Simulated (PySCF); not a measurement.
**Mayer bond orders and bond lengths**

C₆H₁₀FN₃.
Atom-mapped SMILES: `[CH3:1][CH2:2][CH2:3][CH2:4][n:5]1[cH:6][c:7]([F:8])[n:9][n:10]1` (hydrogens: H11, H12, H13 on C1; H14, H15 on C2; H16, H17 on C3; H18, H19 on C4; H20 on C6)

Geometry (GFN2-xTB, Å), atoms numbered from 1 in this order:
```xyz
20
C6H10FN3 angstrom
C     -2.5557    1.1992    0.2214
C     -1.3060    0.3653    0.4733
C     -1.0193   -0.5770   -0.6939
C      0.2220   -1.4441   -0.4637
N      1.4110   -0.6383   -0.3900
C      2.0894   -0.2352    0.7071
C      3.0937    0.5501    0.1765
F      4.0503    1.1939    0.8313
N      2.9745    0.5837   -1.1554
N      1.9616   -0.1317   -1.4809
H     -2.7429    1.8669    1.0582
H     -2.4380    1.8000   -0.6770
H     -3.4242    0.5573    0.0936
H     -1.4389   -0.2183    1.3877
H     -0.4553    1.0336    0.6222
H     -1.8734   -1.2384   -0.8474
H     -0.8698    0.0025   -1.6065
H      0.1314   -2.0098    0.4664
H      0.3451   -2.1353   -1.3012
H      1.8396   -0.5137    1.7074
```

Bond orders from the PBE0/pcSseg-1 density (PySCF). One conformer (not necessarily the lowest) at the GFN2-xTB geometry, without solvent, vibrations or thermal averaging.

Question: Where do the orders between heavy atoms depart from those drawn in the SMILES?

Answer: The largest departure is 0.381, at N5–C6 (drawn aromatic, 1.119), counting aromatic bonds as 1.5. Drawn single, order below 0.88: C4–N5 (0.879). The bonds drawn aromatic range from 1.12 to 1.42.

Question: Give the Mayer order of every bond, beside its length.

Answer: 
```tsv
bond	drawn as	length (Å)	Mayer order
C1–C2	single	1.523	1.071
C2–C3	single	1.527	1.019
C3–C4	single	1.532	1.047
C4–N5	single	1.438	0.879
N5–C6	aromatic	1.351	1.119
C6–C7	aromatic	1.381	1.417
C7–F8	single	1.326	1.003
C7–N9	aromatic	1.338	1.398
N9–N10	aromatic	1.282	1.407
N10–N5	aromatic	1.323	1.196
C1–H11	single	1.087	0.967
C1–H12	single	1.087	0.966
C1–H13	single	1.087	0.967
C2–H14	single	1.093	0.952
C2–H15	single	1.092	0.939
C3–H16	single	1.091	0.949
C3–H17	single	1.091	0.940
C4–H18	single	1.092	0.942
C4–H19	single	1.093	0.939
C6–H20	single	1.068	0.963
```

Bonds between the same two heavy elements. C–C: lowest C2–C3 (1.019, 1.527 Å), highest C6–C7 (1.417, 1.381 Å); in 1 of the 6 pairs the longer bond (by over 0.003 Å) has the higher order (by 0.02 or more). C–N: lowest C4–N5 (0.879, 1.438 Å), highest C7–N9 (1.398, 1.338 Å). N–N: lowest N10–N5 (1.196, 1.323 Å), highest N9–N10 (1.407, 1.282 Å).

Question: Sum the orders of all bonds at each heavy atom with more than one neighbour and set the sums beside the valence in the SMILES.

Answer: C1 3.971 (drawn 4), C2 3.981 (drawn 4), C3 3.955 (drawn 4), C4 3.807 (drawn 4), N5 3.194 (drawn 3), C6 3.499 (drawn 4), C7 3.818 (drawn 4), N9 2.805 (drawn 3), N10 2.603 (drawn 3). Orders between atoms that aren't bonded are not in these sums.

The Mayer order sums products of elements of PS (density times overlap matrix) between the two atoms' basis functions, so it depends on the basis set.
